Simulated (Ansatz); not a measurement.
Geometry optimisation, UHF/def2-SVP (Ansatz).

The input (input.yaml):

```yaml
crystal:
  periodic: [false, false, false]
  atoms:
    - { symbol: Sn, position_ang: [0.000431, 0.0, -0.306238] }
    - { symbol: Cl, position_ang: [0.000551, 0.0, 3.307351] }
    - { symbol: H, position_ang: [1.635462, 0.0, -0.831727] }
    - { symbol: H, position_ang: [-0.817044, 1.416037, -0.831603] }
    - { symbol: H, position_ang: [-0.817044, -1.416037, -0.831603] }
    - { symbol: F, position_ang: [-0.000554, 0.0, 4.875619] }
magnetization:
  spin_polarized: true
  initial_magnetization: 1
basis:
  gaussian: { orbitals: def2-SVP }
hamiltonian:
  xc: hf
relax:
  f_tol: 0.03
  max_steps: 50
```

Command:

```bash
$ ansatz run input.yaml --threads 1 --pin off --max-ram 2048MiB --backend cpu --events-out ev --progress --plain --runs-dir out
```

Problem. Where does it end, and by what steps?

Solution. The forces met the threshold. After 6 steps the energy has fallen by 0.078 eV; F6 moved furthest, 0.61 Å.

```
step  energy less start (eV)  largest force component (eV/Å)  accepted
   0                  0.0000                           2.052       yes
   1                 -0.0537                           1.055       yes
   2                 -0.0736                           0.204       yes
   3                 -0.0753                           0.071       yes
   4                 -0.0769                           0.041       yes
   5                 -0.0775                           0.055       yes
   6                 -0.0778                           0.010       yes
```

```xyz
6
Properties=species:S:1:pos:R:3
Sn 0.000 0.000 -0.582
Cl 0.000 0.000 3.869
H 1.623 0.000 -1.128
H -0.811 1.405 -1.131
H -0.811 -1.405 -1.131
F 0.000 0.000 5.484
```

Whether the end is a true minimum wasn't checked by a vibrational analysis.

The run took 13 s on 1 thread of AMD EPYC 7R43 64-Core Processor (Zen 3) (shared host), peak memory 0.18 GiB.
